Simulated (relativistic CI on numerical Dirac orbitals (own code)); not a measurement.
## The 3d ions of charge 5+

These numbers are calculated, not measured: Dirac-Coulomb-Breit CI, orbitals from a KLI potential per configuration, a model potential for QED, unscaled Slater integrals (own radial code, finite nucleus).

Each species is treated in one configuration, given outside its closed core, with all valence electrons in the open shell. Radial values are for the open shell of highest l, unscaled and averaged over j; ζ includes the Breit term. Labels give the leading LS character, summed over repeated terms.

```
 Ion  Configuration  Its lowest level  LS weight (%)  ζ (cm⁻¹)  F² (cm⁻¹)  F⁴ (cm⁻¹)  ⟨r⟩ (bohr)  ⟨r²⟩ (bohr²)
Cr5+             3d             ²D3/2            100     359.4                            0.9537         1.094
Mn5+            3d²               ³F2            100     458.8     107000      67630      0.9068        0.9927
Fe5+            3d³             ⁴F3/2            100     576.5     112000      70700      0.8647        0.9056
Co5+            3d⁴               ⁵D0            100     714.9     116900      73740      0.8266        0.8302
Ni5+            3d⁵             ⁶S5/2            100     875.9     121800      76760      0.7919        0.7644
Cu5+            3d⁶               ⁵D4            100      1062     126700      79750      0.7603        0.7066
Zn5+            3d⁷             ⁴F9/2             99      1276     131500      82730      0.7312        0.6555
```
